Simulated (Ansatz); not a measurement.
`[ZnH][CH2]C1CO1`, relaxed with RKS PBE0-D4/def2-TZVP in Ansatz 0.2.0 from a PBE-D4/def2-SVP geometry. The force threshold is 0.005 eV/Å; the program also tests the step.

The species carries charge 0 and has multiplicity 1.

Start:

```xyz
11

Zn   -0.938   -1.377    0.919
C     0.298   -1.032   -0.600
C     0.108    0.449   -0.742
C     0.417    1.358    0.377
O    -0.951    0.996    0.139
H    -1.873   -1.776    2.091
H     1.357   -1.305   -0.405
H    -0.022   -1.578   -1.512
H     0.066    0.906   -1.750
H     0.876    0.940    1.295
H     0.662    2.420    0.187
```

```
step  energy (eV)  largest force (eV/Å)  largest move (Å)
   1  -53663.3307                 0.636             0.000
   2  -53663.3726                 0.288             0.025
   3  -53663.3798                 0.117             0.021
   4  -53663.3815                 0.053             0.023
   5  -53663.3828                 0.020             0.042
   6  -53663.3828                 0.006             0.007
   7  -53663.3828                 0.002             0.002
```

End:

```xyz
11

Zn   -0.947   -1.450    0.920
C     0.273   -1.013   -0.570
C     0.102    0.462   -0.725
C     0.442    1.382    0.354
O    -0.921    1.048    0.124
H    -1.881   -1.880    2.071
H     1.315   -1.283   -0.376
H    -0.035   -1.545   -1.475
H     0.074    0.884   -1.728
H     0.873    0.982    1.270
H     0.704    2.413    0.135
```

Run time 9.6 s (2 threads of an AMD EPYC 7R13 on a shared host and a share of an NVIDIA H100 80 GB); peak host memory 0.9 GiB.
